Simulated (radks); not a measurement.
Problem. Species: Al2+. Configuration: [He] 2s2 2p5.5 3s1 4f0.5 (fractional occupations, a model configuration). Calculated with a radial shooting solver on a logarithmic mesh with Libxc functionals: scalar-relativistic Kohn-Sham, r2SCAN, spin-polarised, spherical densities, finite nucleus; open shells are filled with parallel spins first; meta-GGA in the generalised Kohn-Sham scheme; Fermi nuclear charge, rms radius 3.061 fm. Some entries of the table are withheld. Estimate them.

orbital,occ.,eigenvalue (Ry),<r> (bohr)
1s up,1,-114.7210,0.1202
1s down,1,-114.6410,0.1201
2s up,1,-10.75461,0.6117
2s down,1,-10.61618,0.6144
2p up,3,(1),0.5823
2p down,2.5,(2),0.5849
3s up,1,-2.16333,2.054
3p up,0,-1.59898,2.307
3d up,0,-0.90104,2.998
4s up,0,-0.78333,4.942
4f up,0.5,-0.39702,6.651

Solution. 
(1) 2p up eigenvalue (Ry): -7.82641
(2) 2p down eigenvalue (Ry): -7.66384
